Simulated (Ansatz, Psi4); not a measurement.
Interaction energy of CO ··· H2S (SMILES [C-]#[O+] and S). Monomers: optimised at B3LYP-D3(BJ) (def2-TZVP), held rigid. Orientation: lowest of the rigid-body minima from ten starts at GFN2-xTB (searched outside a hard wall at short contacts). The monomers approach along the line of their centres of mass (distance R); nothing else relaxes. The shortest distances reach bonding range, where SAPT0 and rigid monomers are unreliable. The table gives interaction energies.

```tsv
R / Å	A	B	C
2.35	174.41	223.81	142.03
2.46	131.23	173.28	104.38
2.79	51.75	76.65	38.55
2.92	34.40	54.54	24.93
3.20	12.54	25.24	8.34
3.34	6.73	16.80	4.09
3.54	1.87	9.11	0.64
3.93	-1.51	2.30	-1.58
4.45	-1.72	-0.06	-1.52
5.07	-1.02	-0.37	-0.85
6.06	-0.39	-0.21	-0.26
7.44	-0.13	-0.08	-0.07
```

Energies in kJ/mol.

Task: Which curve belongs to which method? The methods are MP2 on RHF/aug-cc-pVQZ, frozen core, counterpoise-corrected in Ansatz (a quantum-chemistry and plane-wave program); PBE/def2-TZVP, counterpoise-corrected in Psi4; RHF/aug-cc-pVTZ, counterpoise-corrected (Ansatz).

Result: A is MP2/aug-cc-pVQZ; B is RHF/aug-cc-pVTZ; C is PBE/def2-TZVP.
